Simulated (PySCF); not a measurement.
Two species compared at the same levels of theory.

First species: H₄O₂SeSi.
Structure used (PBE0-D3(BJ)/def2-SVP), in Å, numbered top down from 1:
```xyz
8
H4O2SeSi angstrom
O     -0.7264    1.5678    0.2747
Si    -0.1790    0.0201    0.4087
O     -1.3070   -0.9909   -0.2611
Se     1.7507   -0.3746   -0.7531
H     -0.8375    1.9073   -0.6193
H      0.0454   -0.1893    1.8588
H     -1.0616   -1.9147   -0.3686
H      2.5813    0.2621    0.2816
```

Second species: TiCl₄ (singlet state).
Geometry (PBE0-D3(BJ)/def2-SVP, Å), atoms numbered from 1 in this order:
```xyz
5
TiCl4 angstrom
Ti    -0.0048    0.0004    0.0040
Cl    -0.0004   -0.0191    2.1587
Cl     2.0240    0.0085   -0.7089
Cl    -1.0141    1.7650   -0.7099
Cl    -1.0047   -1.7548   -0.7438
```

Levels: wB97X-D/def2-SVPD for dipole moment, HOMO energy, LUMO energy, HOMO–LUMO gap, static isotropic polarisability and electronic spatial extent ⟨r²⟩ about the centre of nuclear charge; TDDFT wB97X-D/def2-SVPD for lowest singlet excitation; TDA wB97X-D/def2-SVPD for lowest triplet excitation (Tamm–Dancoff). Geometries: PBE0-D3(BJ)/def2-SVP. Each structure is a single optimised conformer of the isolated species, non-relativistic unless stated; the electronic structure was computed with PySCF and density fitting.

Dipoles, sizes and rotational constants follow the conformer. The torsions of the flexible species, by atom-mapped SMILES:
- `[OH:1][SiH:2]([OH:3])[SeH:4]`: H–O1–Si2–O3 -64°, H–O3–Si2–O1 171°, H–Se4–Si2–O1 79°

```json
{"property": "dipole moment", "column X": "0.00 D", "column Y": "0.92 D"}
{"property": "HOMO energy", "column X": "-11.58 eV", "column Y": "-9.11 eV"}
{"property": "LUMO energy", "column X": "-2.32 eV", "column Y": "1.28 eV"}
{"property": "HOMO–LUMO gap", "column X": "9.26 eV", "column Y": "10.39 eV"}
{"property": "lowest singlet excitation", "column X": "4.30 eV", "column Y": "5.50 eV"}
{"property": "lowest triplet excitation (Tamm–Dancoff)", "column X": "4.12 eV", "column Y": "5.13 eV"}
{"property": "static isotropic polarisability", "column X": "92.4 au", "column Y": "62.6 au"}
{"property": "electronic spatial extent ⟨r²⟩ about the centre of nuclear charge", "column X": "1278 bohr²", "column Y": "692 bohr²"}
```

(1) Which column belongs to which species?

(2) How does each property change from the first species to the second?

Results:

(1) Column X is the second species and column Y the first. The first has 8 atoms and 68 electrons, the second 5 and 90.

(2) dipole moment -0.92 D; HOMO energy -2.47 eV; LUMO energy -3.60 eV; HOMO–LUMO gap -1.13 eV; lowest singlet excitation -1.20 eV; lowest triplet excitation (Tamm–Dancoff) -1.01 eV; static isotropic polarisability +29.8 au; electronic spatial extent ⟨r²⟩ about the centre of nuclear charge +586 bohr².

On the first: No computed singlet falls in the visible range (750 to 380 nm, 1.65 to 3.26 eV); S1 lies 2.24 eV above its blue end. The dipole equals about 3.1 × 10⁻³⁰ C·m (1 D = 3.33564 × 10⁻³⁰ C·m). Relativistic effects, spin–orbit coupling among them, are left out although an element past zinc is present.

On the second: Point group Td forbids a permanent dipole, so the rigid molecule has no electric-dipole pure rotational spectrum. The vertical singlet–triplet gap S1 − T1 is 0.18 eV (TDDFT singlet less Tamm–Dancoff triplet).
